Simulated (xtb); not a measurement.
H6BN, charge +1, doublet, geometry from GFN2-xTB (a state made from the parent by changing its charge; the spin is typed, not shown lowest); GFN2-xTB with GBSA(water) (xtb).

Here is a job for xtb.
```
$ xtb mol.xyz --gfn 2 --chrg 1 --uhf 1 --gbsa water --json

# file mol.xyz
8

B     -0.85103693     0.06096459    -0.05926607
N      0.70400636    -0.07680200     0.02198812
H     -1.31066910    -0.65817881    -0.86241623
H     -1.21010950     1.21525847    -0.09762284
H     -1.37179730     0.05664760     1.03233308
H      0.95897137    -1.04341522     0.24745522
H      1.13876401     0.53781366     0.71440043
H      1.12198069     0.12466532    -0.89173616
```

The log (banner, timings and long lists left out):

```
   ID    Z sym.   atoms
    1    5 B      1
    2    7 N      2
    3    1 H      3-8

           -------------------------------------------------
          |                Calculation Setup                |
           -------------------------------------------------

           -------------------------------------------------
          |                 G F N 2 - x T B                 |
           -------------------------------------------------

      * Solvation model:               GBSA
        Solvent                        water
        Parameter file                 internal GFN2-xTB/GBSA
        Dielectric constant                8.0200E+01
        Reference state                gsolv [1 M gas/solution]
        Free energy shift                  1.8574E-03 Eh       1.1656E+00 kcal/mol
        Temperature                        2.9815E+02 K
        Density                            1.0000E+00 kg/L
        Solvent mass                       1.8000E+01 g/mol
        Interaction kernel             Still
        Born radius scaling (c1)           1.5524E+00
        Born radii integrator          GBOBC
        Born offset                        2.4628E-02 a0       4.6540E-02 AA
        H-bond correction              true
        Ion screening                  false
        Surface tension                    1.0000E-05 Eh       1.5569E+01 dyn/cm
        Grid points                               230 per atom

          ...................................................
          :                      SETUP                      :
          :.................................................:
          :  # basis functions                  14          :
          :  # atomic orbitals                  14          :
          :  # shells                           10          :
          :  # electrons                        13          :
          :  max. iterations                   250          :
          :  Hamiltonian                  GFN2-xTB          :
          :  restarted?                      false          :
          :  GBSA solvation                   true          :
          :  PC potential                    false          :
          :  electronic temp.          300.0000000     K    :
          :  accuracy                    1.0000000          :
          :  -> integral cutoff          0.2500000E+02      :
          :  -> integral neglect         0.1000000E-07      :
          :  -> SCF convergence          0.1000000E-05 Eh   :
          :  -> wf. convergence          0.1000000E-03 e    :
          :  Broyden damping             0.4000000          :
          :  net charge                          1          :
          :  unpaired electrons                  1          :
          ...................................................

 iter      E             dE          RMSdq      gap      omega  full diag
   1     -6.8543629 -0.685436E+01  0.773E+00   11.64       0.0  T
   2     -6.8900901 -0.357272E-01  0.442E+00   10.54       1.0  T
   3     -6.8984873 -0.839713E-02  0.191E+00   10.58       1.0  T
   4     -6.9074543 -0.896700E-02  0.597E-01   10.20       1.0  T
   5     -6.9073677  0.865377E-04  0.281E-01   10.17       1.0  T
   6     -6.9075097 -0.142004E-03  0.116E-01   10.25       1.0  T
   7     -6.9076225 -0.112795E-03  0.290E-02   10.22       1.2  T
   8     -6.9076290 -0.649039E-05  0.929E-03   10.23       3.8  T
   9     -6.9076298 -0.773665E-06  0.735E-04   10.23      48.1  T
  10     -6.9076298  0.164936E-08  0.714E-04   10.23      49.5  T

   *** convergence criteria satisfied after 10 iterations ***

         :::::::::::::::::::::::::::::::::::::::::::::::::::::
         ::                     SUMMARY                     ::
         :::::::::::::::::::::::::::::::::::::::::::::::::::::
         :: total energy              -6.822190958360 Eh    ::
         :: total w/o Gsasa/hb        -6.814277952676 Eh    ::
         :: gradient norm              0.005529945923 Eh/a0 ::
         :: HOMO-LUMO gap             10.226993569378 eV    ::
         ::.................................................::
         :: SCC energy                -6.907629585479 Eh    ::
         :: -> isotropic ES            0.127237631422 Eh    ::
         :: -> anisotropic ES         -0.011952385805 Eh    ::
         :: -> anisotropic XC          0.005259336845 Eh    ::
         :: -> dispersion             -0.001390566298 Eh    ::
         :: -> Gsolv                  -0.103514466092 Eh    ::
         ::    -> Gelec               -0.095601460408 Eh    ::
         ::    -> Gsasa               -0.001780714068 Eh    ::
         ::    -> Ghb                 -0.007989734743 Eh    ::
         ::    -> Gshift               0.001857443127 Eh    ::
         :: repulsion energy           0.085438627119 Eh    ::
         :: add. restraining           0.000000000000 Eh    ::
         :: total charge               1.000000000000 e     ::
         :::::::::::::::::::::::::::::::::::::::::::::::::::::

           -------------------------------------------------
          |                Property Printout                |
           -------------------------------------------------

    * Orbital Energies and Occupations

         #    Occupation            Energy/Eh            Energy/eV
      -------------------------------------------------------------
         1        2.0000           -0.6649232             -18.0935
         2        2.0000           -0.5768696             -15.6974
         3        2.0000           -0.5747707             -15.6403
         4        2.0000           -0.5722325             -15.5712
         5        2.0000           -0.5003159             -13.6143
         6        2.0000           -0.4452403             -12.1156
         7        1.0000           -0.4097194             -11.1490 (HOMO)
         8                         -0.0338843              -0.9220 (LUMO)
         9                          0.0938316               2.5533
        10                          0.1209711               3.2918
        11                          0.1429984               3.8912
        12                          0.1655398               4.5046
        13                          0.3538208               9.6280
        14                          0.4691584              12.7665
      -------------------------------------------------------------
                  HL-Gap            0.3758351 Eh           10.2270 eV
             Fermi-level           -0.3246408 Eh           -8.8339 eV

     #   Z          covCN         q      C6AA      α(0)
     1   5 B        3.611     0.086    20.612     7.432
     2   7 N        3.407    -0.228    25.982     7.571
     3   1 H        0.938    -0.032     3.673     2.996
     4   1 H        0.922     0.169     1.270     1.763
     5   1 H        0.922     0.169     1.270     1.763
     6   1 H        0.859     0.281     0.772     1.377
     7   1 H        0.859     0.274     0.796     1.397
     8   1 H        0.859     0.281     0.772     1.377

 Mol. C6AA /au·bohr⁶  :        269.866965
 Mol. C8AA /au·bohr⁸  :       5801.215759
 Mol. α(0) /au        :         25.674945

Wiberg/Mayer (AO) data.
largest (>0.10) Wiberg bond orders for each atom

 ---------------------------------------------------------------------------
     #   Z sym  total        # sym  WBO       # sym  WBO       # sym  WBO
 ---------------------------------------------------------------------------
     1   5 B    3.345 --     3 H    0.990     2 N    0.871     4 H    0.731
                             5 H    0.731
     2   7 N    3.594 --     7 H    0.914     6 H    0.899     8 H    0.899
                             1 B    0.871
     3   1 H    0.999 --     1 B    0.990
     4   1 H    0.911 --     1 B    0.731     5 H    0.167
     5   1 H    0.911 --     1 B    0.731     4 H    0.167
     6   1 H    0.921 --     2 N    0.899
     7   1 H    0.925 --     2 N    0.914
     8   1 H    0.921 --     2 N    0.899
 ---------------------------------------------------------------------------

Topologies differ in total number of bonds
Writing topology from bond orders to xtbtopo.mol

molecular dipole:
                 x           y           z       tot (Debye)
 q only:        0.508       0.280       0.359
   full:        0.880       0.300       0.434       2.608
molecular quadrupole (traceless):
                xx          xy          yy          xz          yz          zz
 q only:        3.020      -1.904      -1.280      -1.319      -0.143      -1.741
  q+dip:        1.676      -1.966      -0.585      -1.646       0.054      -1.092
   full:        2.249      -2.024      -0.851      -1.668      -0.547      -1.399

           -------------------------------------------------
          | TOTAL ENERGY               -6.822190958360 Eh   |
          | GRADIENT NORM               0.005529945923 Eh/α |
          | HOMO-LUMO GAP              10.226993569378 eV   |
           -------------------------------------------------

normal termination of xtb
```
